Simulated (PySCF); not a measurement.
# RbPb from Hartree–Fock to correlated methods

State: ⁴Σ⁻ (quartet), unpaired electrons σ ↑, π ↑↑. Set-up: PySCF, scalar-relativistic core potentials, basis sets Rb def2-SVPD with ECP28, Pb def2-SVPD with ECP60. De refers to Rb + Pb in their high-spin ground configurations, without counterpoise correction. The functionals are run spin-unrestricted. A positive dipole means Rb(−)Pb(+).

| Level | Re (Å) | ωe (cm⁻¹) | De (eV) | μ (D) |
| --- | --- | --- | --- | --- |
| UHF | 3.597 | 84.4 | 0.87 | -11.83 |
| UHF-MP2 | 3.516 | 88.8 | 1.14 | n/a |
| UHF-SCS-MP2 | 3.526 | 88.4 | 1.02 | n/a |
| PBE | 3.506 | 83.0 | 1.18 | -8.71 |
| BP86 | 3.509 | 83.1 | 1.17 | -8.97 |
| TPSS | 3.513 | 83.7 | 1.26 | -9.38 |
| r²SCAN | 3.492 | 87.8 | 1.36 | -10.13 |
| TPSSh | 3.504 | 85.2 | 1.26 | -9.68 |
| PBE0 | 3.485 | 87.1 | 1.19 | -9.67 |
| HSE06 | 3.493 | 85.9 | 1.19 | -9.50 |

(1) What does the step from GGA to meta-GGA do here, going from PBE to r²SCAN?

(2) What does a tenth of exact exchange do here, going from TPSS to TPSSh?

(3) What does second-order correlation do here, going from UHF to UHF-MP2?

Correlated steps freeze 4 core orbitals. Correlated levels converge slowly with the basis: in double zeta they bind strong bonds too weakly, by up to about 1 eV, and carry superposition errors of some tenths. Spin–orbit coupling is left out, which matters for elements this heavy, above all for dissociation energies. The state was picked by a PBE0 search and need not be the measured ground state.

The whole job (state search and all levels along the bond) took about 2.7 min on 1 thread of Arm Neoverse V1 (shared host), peak memory 0.87 GiB.

Answers

(1) r²SCAN less PBE: -1.4 pm in Re, +5.8 % in ωe, +0.18 eV in De. 

(2) TPSSh less TPSS: -0.9 pm in Re, +1.8 % in ωe, +0.00 eV in De. Exact exchange removes part of the self-interaction that spreads semilocal densities, and in most molecules shortens and stiffens the bond and lowers De; so it does here.

(3) UHF-MP2 less UHF: -8.1 pm in Re, +5.2 % in ωe, +0.27 eV in De. Correlation nearly always deepens the well. The bond shortens, as in weak, metallic or heavy-atom bonds, where dispersion and the correlation of outer-core electrons pull the atoms together.
